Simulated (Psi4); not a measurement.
C5H13AlO (SMILES CC(C)[O][Al]([CH3])[CH3]), singlet, at a GFN2-xTB geometry (such geometries of metal compounds can be far from the true shape). Base run: CCSD(T)/STO-3G (Psi4).

Psi4 was given this input:
```
memory 2 GB

molecule {
0 1
  Al   -0.09792000    0.50141924    1.18315613
  C    -0.80551154   -0.68509344    2.63031368
  H    -1.70087429   -1.22275385    2.30551218
  H    -1.06728339   -0.13809615    3.53712470
  H    -0.07732687   -1.45061954    2.91301206
  C     0.16092902    2.47864507    1.34635718
  H     1.20598460    2.76089778    1.18984149
  H    -0.13549367    2.86543267    2.32241152
  H    -0.41657519    3.02219174    0.59309319
  O     0.32197567   -0.20914425   -0.24662367
  C     0.57727883   -0.78671879   -1.48968187
  C     0.40900217    0.25571812   -2.59394843
  C    -0.35434283   -1.97690219   -1.71322839
  H     1.61882108   -1.14356193   -1.49146852
  H    -0.61791606    0.61489941   -2.60174635
  H     0.64587025   -0.17546140   -3.56314641
  H     1.06893275    1.09920765   -2.40620809
  H    -0.22974159   -2.69695160   -0.90810866
  H    -1.38727974   -1.63525927   -1.71514579
  H    -0.13409727   -2.45911436   -2.66208438
}

set basis sto-3g

energy('ccsd(t)')
print_variables()
```

Variants of this job, named by their change:

| change | ΔE vs base (kcal/mol) | MP2 correlation (Eh) | basis functions | core-seconds (rough) | outcome |
|---|---|---|---|---|---|
| base | 0.000 | -0.32796 | 52 | 20 | converged |
| method = scs-mp2 | 45.77 | -0.32796 | 52 | 3 | converged |
| puream = on | 0.000 | -0.32796 | 52 | 10 | converged |
| cc_type = df | - | - | 52 | - | stopped with an error |
| method = mp2 | 64.2 | -0.32788 | 52 | 3 | converged |
| scf_type = pk; mp2_type = conv | 0.000 | -0.32796 | 52 | 10 | converged |
| method = dlpno-mp2 | 64.2 | -0.32781 | 52 | 5 | converged |
| method = qcisd(t) | - | - | 52 | - | stopped with an error |
| method = mp4 | - | - | 52 | - | stopped with an error |
| method = cisd | - | - | 52 | - | stopped with an error |

- cc_type = df: ended with `Fatal Error: ndocc must be less than nvirt`
- method = qcisd(t): ended with `Fatal Error: ndocc must be less than nvirt`
- method = mp4: ended with `Fatal Error: ndocc must be less than nvirt`
